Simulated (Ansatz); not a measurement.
Basis sets compared for In(CO)H3 (CH3InO). Total charge 0; singlet. Geometry PBE-D4/def2-TZVP. Ansatz on 4 threads of AMD EPYC 7B13 on a shared host; times are rough, and most runs start from earlier orbitals.

```xyz
6

In    0.0379   -0.2321    0.9519
C    -0.0651    0.3554   -1.5004
O    -0.1019    0.6364   -2.5981
H     1.7659   -0.0563    1.0109
H    -0.6603   -1.8069    0.7284
H    -0.9765    1.1035    1.4074
```

In the def2 sets In takes a core potential; there is no spin–orbit coupling.

Binding counts from free atoms (In doublet, C triplet, O triplet, H doublet) in the same basis, without a counterpoise term.

```csv
level,functions,energy (Eh),HOMO (eV),LUMO (eV),binding per atom (eV),wall time
PBE-D4/def2-SVP,69,-304.9854,-6.72,-3.03,3.23,0.45 s
PBE-D4/def2-TZVP,130,-305.1301,-6.80,-3.11,3.21,0.7 s
r2SCAN-D4/def2-TZVP (with forces),130,-305.2690,-7.08,-2.92,3.16,1.4 s
PBE0-D4/def2-SVP,69,-304.9852,-7.88,-1.91,3.13,0.6 s
PBE0-D4/def2-TZVP,130,-305.1286,-7.94,-1.97,3.12,0.8 s
```

(1) Estimate the rows for PBE-D4/def2-TZVPD, r2SCAN-D4/def2-TZVPD, PBE0-D4/def2-TZVPD.

## Answers

(1) 
```csv
level,functions,energy (Eh),HOMO (eV),LUMO (eV),binding per atom (eV),wall time
PBE-D4/def2-TZVPD,160,-305.1306,-6.81,-3.14,3.21,1 s
r2SCAN-D4/def2-TZVPD,160,-305.2694,-7.09,-2.94,3.16,1.6 s
PBE0-D4/def2-TZVPD,160,-305.1290,-7.95,-2.00,3.12,1.2 s
```
